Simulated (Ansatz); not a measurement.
Isolated molecules relaxed with PBE0-D4/def2-TZVP in Ansatz; ΔE leaves out vibrations. CBS: MP2 limit from def2 TZ/QZ plus the TZ coupled-cluster correction, frozen cores. This one scheme is used for every species. Functionals use def2-TZVPP. B3LYP here is the variant with VWN-RPA as its local correlation; programs differ in this. HSE06 is defined as in plane-wave codes. Each species was taken in one conformer, which may not be the lowest.

`N[Si](N)(Cl)Cl` + SiH₄ → `N[Si](N)([SiH3])Cl` + HCl  (formal exchange of groups at the Si–Cl bond)

Q: Is it downhill or uphill in electronic energy at CCSD(T)/CBS, and by how much? (Estimate.)

A: The calculation gave: Uphill: ΔE = +27.3 kcal/mol.

Q: What do these levels give: B3LYP-D4, HSE06-D4, PBE, B3LYP, CAM-B3LYP, LC-ωPBE? (Estimate.)

A: Ansatz gave: B3LYP-D4 27.0, HSE06-D4 25.4, PBE 24.1, B3LYP 27.5, CAM-B3LYP 28.6, LC-ωPBE 27.1 kcal/mol.

Largest T1 diagnostic among the species: 0.011.

From r2SCAN to r2SCAN0 (25 % exact exchange), in def2-TZVPP and without D4, ΔE moves by +0.8 kcal/mol. Leaving LDA and LC-ωPBE aside and taking each functional with its dispersion term where it has one, the values, not all of them listed here, spread over 5.4 kcal/mol, from PBE-D4 to ωB97M-V. In def2-TZVPP, CCSD(T) changes the Hartree–Fock value by −4.9 kcal/mol (the triples alone add −0.5 kcal/mol) and MP2 by −2.6 kcal/mol.
